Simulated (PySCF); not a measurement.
SMILES F[SiH2][Si](Cl)(Cl)Cl (H₂Cl₃FSi₂), singlet, CAM-B3LYP/def2-SVP optimised geometry.

```
8

F     -1.03    -1.44     3.18
Si    -1.55    -2.16     1.82
Si    -0.70    -0.97     0.00
Cl     1.36    -0.97     0.00
Cl    -1.36     0.97     0.00
Cl    -1.36    -1.90    -1.71
H     -1.04    -3.55     1.79
H     -3.03    -2.13     1.79
```

Density from CAM-B3LYP/def2-TZVP run with PySCF at that geometry.

Minimum of the electron density along straight lines between bonded atoms, close to the bond critical point (lines longer than 1.1 times the sum of covalent radii, or with two minima, are not listed):

```json
[
 {"bond": "F1–Si2", "length / Å": "1.622", "ρ at the minimum / e bohr⁻³": "0.131", "∇²ρ there / e bohr⁻⁵": "0.89", "position (fraction from the first atom)": "0.58"},
 {"bond": "Si3–Cl4", "length / Å": "2.054", "ρ at the minimum / e bohr⁻³": "0.103", "∇²ρ there / e bohr⁻⁵": "0.20", "position (fraction from the first atom)": "0.36"},
 {"bond": "Si3–Cl5", "length / Å": "2.054", "ρ at the minimum / e bohr⁻³": "0.103", "∇²ρ there / e bohr⁻⁵": "0.20", "position (fraction from the first atom)": "0.36"},
 {"bond": "Si3–Cl6", "length / Å": "2.059", "ρ at the minimum / e bohr⁻³": "0.101", "∇²ρ there / e bohr⁻⁵": "0.20", "position (fraction from the first atom)": "0.36"},
 {"bond": "Si2–H7", "length / Å": "1.483", "ρ at the minimum / e bohr⁻³": "0.126", "∇²ρ there / e bohr⁻⁵": "0.13", "position (fraction from the first atom)": "0.49"},
 {"bond": "Si2–H8", "length / Å": "1.483", "ρ at the minimum / e bohr⁻³": "0.126", "∇²ρ there / e bohr⁻⁵": "0.13", "position (fraction from the first atom)": "0.49"}
]
```
